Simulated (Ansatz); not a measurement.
Mulliken charges of F$_{2}$H$_{3}$NbO$_{3}$ (`[OH][Nb]([OH])([OH])([F])[F]`) from PBE/def2-TZVPP in Ansatz (PBE0-D4/def2-TZVP geometry).

| atom | x (Å) | y (Å) | z (Å) | charge (e) |
| --- | --- | --- | --- | --- |
| O1 | 1.844 | 0.058 | 0.329 | -0.451 |
| Nb2 | 0.028 | 0.420 | 0.040 | 1.394 |
| O3 | -0.653 | -0.809 | 1.285 | -0.434 |
| O4 | -0.896 | -0.654 | -1.245 | -0.453 |
| F5 | 0.353 | 1.529 | -1.458 | -0.360 |
| F6 | -0.660 | 1.896 | 0.944 | -0.335 |
| H7 | 2.220 | -0.644 | 0.863 | 0.214 |
| H8 | -1.272 | -1.534 | 1.368 | 0.215 |
| H9 | -0.875 | -0.310 | -2.143 | 0.210 |

Problem. By hand: the dipole of these point charges (1 e Å = 4.8032 D).

Solution. Σ q r = (0.009, -0.512, 0.151) e Å, of length 0.534 e Å = 2.56 D.

Problem. How does the dipole of the full density compare? (An estimate is asked.)

Solution. Computed: (0.020, -0.643, 0.169) e Å, 3.19 D; the point charges give 0.80 times that, at 2° from its direction.

Point charges leave out the atoms' own dipoles, such as those of lone pairs, and Mulliken's split depends on the basis, so the two needn't agree.
